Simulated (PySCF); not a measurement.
C6H11AlO2.
Structure used (PBE0-D3(BJ)/def2-SVP), in Å, numbered top down from 1:
```xyz
20
C6H11AlO2 angstrom
C     -1.7490    0.0604   -0.7076
C     -1.3976    0.3851    0.7447
C     -1.9595   -0.6676    1.7033
Al     0.5408    0.6327    1.0013
O      1.2322    1.6160   -0.4394
C      1.9687    1.1859   -1.3748
C      2.4396   -0.1227   -1.5088
C      2.1314   -1.1049   -0.5637
O      1.4204   -0.9383    0.4694
H     -1.4097    0.8443   -1.4048
H     -1.2871   -0.8882   -1.0350
H     -2.8388   -0.0550   -0.8545
H     -1.8666    1.3561    1.0006
H     -1.7600   -0.4214    2.7595
H     -1.5215   -1.6634    1.5147
H     -3.0547   -0.7795    1.5976
H      1.2007    1.1496    2.3522
H      2.2542    1.9275   -2.1415
H      3.0696   -0.3791   -2.3599
H      2.5374   -2.1215   -0.7101
```

Method: PBE0-D3(BJ)/def2-SVP geometry optimisation, gas phase in PySCF 2.14.0.

(1) Which atoms are bound to Al4, and at what distances?

(2) List the angles at Al4.

(3) Describe the arrangement about Al4 in numbers.

(4) What are the other bond lengths?

(5) Give some angles away from the centre.

(6) What are the rotational constants (commonest isotopes, rigid rotor)?

## Answers

(1) 4 atoms: H17 1.590 Å, O5 1.876 Å, O9 1.877 Å, C2 1.971 Å. The nearest atom not counted as bound is H13, at 2.51 Å.

(2) 
```json
{"angle": "C2–Al4–H17", "degrees": "124.0", "distance of the outer atoms (Å)": "3.15"}
{"angle": "O5–Al4–H17", "degrees": "109.2", "distance of the outer atoms (Å)": "2.83"}
{"angle": "C2–Al4–O5", "degrees": "109.2", "distance of the outer atoms (Å)": "3.14"}
{"angle": "C2–Al4–O9", "degrees": "108.6", "distance of the outer atoms (Å)": "3.13"}
{"angle": "O9–Al4–H17", "degrees": "108.6", "distance of the outer atoms (Å)": "2.82"}
{"angle": "O5–Al4–O9", "degrees": "92.8", "distance of the outer atoms (Å)": "2.72"}
```

(3) Angles from 92.8° to 124.0°; τ4 = (360° − α − β)/141° = 0.90 with α and β the two widest (0 for a square, 1 for a tetrahedron).

(4) C1–C2 1.529 Å; C2–C3 1.531 Å; O5–C6 1.266 Å; C6=C7 1.397 Å; C7–C8 1.398 Å; C8=O9 1.265 Å. (A selection.)

(5) C1–C2–C3 111.4°, C1–C2–Al4 112.1°, C3–C2–Al4 111.5°, Al4–O5–C6 127.1°, O5–C6–C7 125.8°, C6–C7–C8 121.3°, C7–C8–O9 125.7°, Al4–O9–C8 127.2°.

(6) A = 2351, B = 967.7, C = 903.4 MHz: a near-prolate asymmetric top.

Point group: C1 (no symmetry element, even within 0.4 Å). Charge 0, singlet. PBE0-D3(BJ)/def2-SVP frequencies: not computed here.

One conformer stands for the species.
